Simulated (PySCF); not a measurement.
C4H6ClF, SMILES C(=C/[C@@H](C)F)/Cl. Heavy atoms are numbered as in [CH3:1][C@@H:2]([F:3])/[CH:4]=[CH:5]\[Cl:6]. Hydrogens are named by the atom that carries them.

Coordinates come from a PBE0-D3(BJ)/def2-SVP optimisation. The structure was generated by enumeration; whether it is a known compound was not checked. The values are those of a single conformer.

Calculation: PBE0/pcSseg-1 in PySCF.

GIAO shieldings, no solvent; atoms alike by connectivity are averaged. δ = σ(ref) − σ: ¹³C against TMS (σ = 186.3 ppm); ¹⁹F against CFCl3 (σ = 167.2 ppm); ³⁵Cl against HCl (σ = 945.9 ppm); ¹H against TMS (σ = 31.56 ppm), references at their B3LYP-D3(BJ)/def2-TZVP geometries, non-relativistic (without spin–orbit terms, shifts of atoms bonded to Cl or Br come out too high).

```
atoms     nucleus  count  δ (ppm)
--------  -------  -----  -------
C4 (CH)       ¹³C      1      ___
C5 (CH)       ¹³C      1      ___
C2 (CH)       ¹³C      1     89.0
C1 (CH3)      ¹³C      1     23.3
F3            ¹⁹F      1      ___
Cl6          ³⁵Cl      1    193.3
H on C4        ¹H      1     6.54
H on C5        ¹H      1      ___
H on C2        ¹H      1     5.69
H on C1        ¹H      3      ___
```

### Question
Some entries are withheld; supply them. (An estimate is asked for; the answer gives what the named calculation found.)

### Answer

- F3, δ (ppm): -214.8
- C4 (CH), δ (ppm): 146.3
- H on C5, δ (ppm): 6.27
- H on C1, δ (ppm): 1.67
- C5 (CH), δ (ppm): 131.8
